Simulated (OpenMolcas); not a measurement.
**What dynamic correlation does to the levels of O3+**

```
Program             : OpenMolcas
Basis               : ANO-R2 [4s4p2d1f]
Scalar Hamiltonian  : X2C, finite nucleus
Active space        : 3 electrons in 8 orbitals (2s 2p 3s 3p)
State averaging     : 2S+1 = 4 odd, 1 root; 2S+1 = 2 odd, 11 roots; 2S+1 = 4 even, 3 roots; 2S+1 = 2 even, 9 roots
Spin-orbit coupling : state interaction with AMFI integrals over the reference wave functions, term energies averaged over their components
```

Methods on the same reference wave functions:
A. CASSCF
B. SS-CASPT2, IPEA 0.25 Eh, imaginary shift 0.1 Eh (closed shells correlated: 1s)
C. MS-CASPT2, IPEA 0.25 Eh, imaginary shift 0.1 Eh (closed shells correlated: 1s)
D. XMS-CASPT2, IPEA 0.25 Eh, imaginary shift 0.1 Eh (closed shells correlated: 1s)

Energies in cm⁻¹ above 2s² 2p ²P°_1/2, the measured ground level; measured values from Moore, Selected Tables of Atomic Spectra, NSRDS-NBS 3, section 10.

| Level | A | B | C | D | Measured |
| --- | --- | --- | --- | --- | --- |
| 2s² 2p ²P°_1/2 | 0.0 | 0.0 | 0.0 | 0.0 | 0.0 |
| 2s² 2p ²P°_3/2 | 373 | 373 | 374 | 374 | 386 |
| 2s 2p² ⁴P_1/2 | 65976 | 70270 | 70290 | 71250 | 71440 |
| 2s 2p² ⁴P_3/2 | 66102 | 70400 | 70420 | 71380 | 71570 |
| 2s 2p² ⁴P_5/2 | 66310 | 70600 | 70620 | 71580 | 71756 |
| 2s 2p² ²D_3/2 | 132344 | 127160 | 127180 | 127440 | 126950 |
| 2s 2p² ²D_5/2 | 132350 | 127170 | 127190 | 127440 | 126936 |
| 2s 2p² ²S_1/2 | 165897 | 165010 | 165030 | 166130 | 164366 |
| 2s 2p² ²P_1/2 | 190665 | 181990 | 182010 | 182520 | 180481 |
| 2s 2p² ²P_3/2 | 190921 | 182240 | 182260 | 182770 | 180724 |
| 2p³ ⁴S°_3/2 | 228701 | 230740 | 230760 | 231860 | 231538 |
| 2p³ ²D°_3/2 | 264341 | 256270 | 256290 | 255990 | 255185 |
| 2p³ ²D°_5/2 | 264348 | 256280 | 256300 | 256000 | 255156 |
| 2p³ ²P°_1/2 | 297736 | 290040 | 290080 | 290530 | 289015 |
| 2p³ ²P°_3/2 | 297768 | 290070 | 290110 | 290560 | 289024 |

Deviations, from unrounded energies. A percentage is the sum of absolute deviations over the sum of measured energies, with the sign that they share, or ± where signs differ.

```tsv
Against measurement	Levels	A	B	C	D
mean absolute deviation (cm-1)	14	6300	910	920	890
fine structure of the ground term (%)	1	-3.4	-3.4	-3.1	-3.1
other configurations (%)	13	±3.8	±0.5	±0.6	±0.5
```

B, C, D lie about equally close to measurement and A furthest from it. The largest miss of D in the table is 2s 2p² ²P_3/2, by +2100 cm-1. The ranking rests on the paired levels alone, and a cruder setting can come out closer through cancelling errors.

Among B to D the level of the table that moves most is 2p³ ⁴S°_3/2, by 1100 cm-1 (lowest in B, highest in D). Moves below CASPT2's spread within the term are not significant.

The mean deviations of B to D differ by less than CASPT2's widest spread within a term (380 cm-1), so their order carries little weight.

The lowest spin-free term lies below A's lowest term by 0.041 hartree in B, 0.041 hartree in C, 0.046 hartree in D.

Term energies are means over components that CASPT2 splits; among the terms shown or strongly mixed into the levels shown the widest spread is 380 cm-1 (2p³ ²D°, C). Active for correlation alone: 3p 3s; no level in the range computed is led by a configuration that fills them, so any true level of that kind is missing. Measured partners are found by configuration, term and J. A level has none where our copy of the source lacks it or the pairing is in doubt (some pairs that miss far off the trend of their configuration count as doubtful), and it then counts in no deviation. Levels of configurations outside the active space are missing.

° marks odd parity.
